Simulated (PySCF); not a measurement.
Isomers C10H14:

A. SMILES C=C(C)/C(C)=C(\C)C#CC
B. SMILES C=C[C@@H]1CC[C@@H]1C=C1CC1
C. 1,2-diethylbenzene

Spectrum 1. ¹³C{¹H} NMR (computed): δ 147.2 (C), 135.1 (CH), 132.0 (CH), 31.0 (CH2), 20.6 (CH3).

Spectrum 2. ¹³C{¹H} NMR (computed): δ 154.3 (C), 152.1 (C), 121.6 (CH2), 121.3 (C), 101.0 (C), 87.7 (C), 25.2 (CH3), 24.3 (CH3), 23.5 (CH3), 6.0 (CH3).

Spectrum 3. ¹³C{¹H} NMR (computed): δ 151.4 (CH), 129.6 (CH), 129.3 (C), 119.6 (CH2), 46.6 (CH), 44.4 (CH), 26.5 (CH2), 24.8 (CH2), 5.0 (CH2), 4.3 (CH2).

Averaged over atoms made equivalent by symmetry, fast rotation or ring inversion, single conformer, no solvent, relativity neglected. NMR shieldings at PBE0/pcSseg-1/GIAO; coordinates at the GFN2-xTB level; PySCF.

Chemical shifts δ = σref − σ; ¹³C (186.93 ppm) against TMS, all at this level. Shifts are as computed. Against solution values, carbons near 30 ppm lie about +3 ppm off and those near 130 ppm about +5 ppm. Of 1211 compounds with measured shifts, 218 miss one by over three times the rms of a fit or turn the order of signals round; such compounds aren't used in these exercises.

Which spectrum belongs to which compound?

Results:

1–C, 2–A, 3–B.

- Spectrum 1 (C): 5 ¹³C signals; δC 135.1 is an aromatic CH; δC 132.0 is an aromatic CH.
- Spectrum 2 (A): 10 ¹³C signals; δC 154.3 is a fully substituted alkene carbon; δC 152.1 is a fully substituted alkene carbon.
- Spectrum 3 (B): 10 ¹³C signals; δC 151.4 is an alkene CH; δC 129.6 is an alkene CH.
